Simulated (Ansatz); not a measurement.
The cluster Si₃Ge. Charge 0, multiplicity 1. Geometry r2SCAN-D4/def2-SVP.

```xyz
4

Si    0.179    1.071    0.525
Si   -1.682   -0.200    1.064
Si   -0.219   -1.072   -0.509
Ge    1.722    0.201   -1.080
```

The 6-31G sets use Cartesian d functions. The restricted singlet is unstable towards broken spin symmetry in Hartree–Fock (as tested in another run); at HF/6-31G this wasn't settled. The structure comes from a short search, and lower isomers may exist.

Q: Estimate the orbital energies around the gap (eV) in Ansatz with HF/6-31G, PBE-D4/def2-TZVP, r2SCAN-D4/def2-TZVP, r2SCANh-D4/def2-TZVP, PBE0-D4/def2-SVP.

A: 
```csv
orbital,HF/6-31G,PBE-D4/def2-TZVP,r2SCAN-D4/def2-TZVP,r2SCANh-D4/def2-TZVP,PBE0-D4/def2-SVP
HOMO−13,-115.53,-94.19,-96.42,-98.37,-99.95
HOMO−12,-44.47,-30.08,-30.87,-32.37,-34.22
HOMO−11,-44.44,-30.05,-30.84,-32.34,-34.19
HOMO−10,-44.39,-29.97,-30.76,-32.26,-34.12
HOMO−9,-44.30,-29.87,-30.66,-32.16,-34.02
HOMO−8,-44.29,-29.85,-30.64,-32.14,-34.00
HOMO−7,-23.03,-14.97,-15.66,-16.32,-17.16
HOMO−6,-18.23,-12.24,-12.74,-13.29,-13.98
HOMO−5,-14.90,-9.93,-10.31,-10.80,-11.40
HOMO−4,-12.49,-8.52,-8.78,-9.20,-9.74
HOMO−3,-9.23,-6.58,-6.85,-7.11,-7.44
HOMO−2,-8.78,-6.19,-6.46,-6.76,-7.20
HOMO−1,-8.41,-5.64,-5.86,-6.17,-6.60
HOMO,-8.05,-5.45,-5.67,-5.99,-6.44
LUMO,-1.15,-4.30,-4.34,-4.08,-3.74
LUMO+1,0.25,-3.00,-2.96,-2.67,-2.32
LUMO+2,0.43,-2.79,-2.77,-2.54,-2.25
LUMO+3,2.01,-1.83,-1.69,-1.36,-1.01
LUMO+4,2.75,-0.51,-0.25,-0.01,0.32
LUMO+5,2.85,-0.36,0.03,0.25,0.92
```
